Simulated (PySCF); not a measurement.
**Argon: a sound run and one with changed settings**

Sound run: Ar²⁺ [Ne] 3s2 3p4, Ar³⁺ [Ne] 3s2 3p3. Calculation: PySCF 2.14, in cc-pVTZ-DK (5s4p2d1f, 34 functions); the spin-free X2C one-electron Hamiltonian (Gaussian nucleus). In the sound run the correlated levels freeze [Ne]. The sound run starts from symmetry-adapted Hartree-Fock orbitals and uses a fine grid where one is needed.

A second run was set up differently.

```json
{"species": "Ar²⁺", "method": "MP2", "sound run (hartree)": "-527.24768", "changed run (hartree)": "-527.17894", "converged": "yes"}
{"species": "Ar²⁺", "method": "CCSD(T)", "sound run (hartree)": "-527.27657", "changed run (hartree)": "-527.19068", "converged": "yes"}
{"species": "Ar³⁺", "method": "MP2", "sound run (hartree)": "-525.77143", "changed run (hartree)": "-525.69409", "converged": "yes"}
{"species": "Ar³⁺", "method": "CCSD(T)", "sound run (hartree)": "-525.79537", "changed run (hartree)": "-525.70096", "converged": "yes"}
```

Ionisation energy of Ar²⁺:

```csv
method,sound run (eV),changed run (eV)
UHF,39.376,39.376
MP2,40.171,40.405
SCS-MP2,40.255,40.623
CCSD,40.281,40.511
CCSD(T),40.305,40.537
```

Task: What was changed?
A. a valence shell is frozen
B. basis contracted for another Hamiltonian
C. too few SCF iterations
D. all electrons correlated in a valence basis

Result: A. Freezing a valence shell removes pair correlation that changes on ionisation.
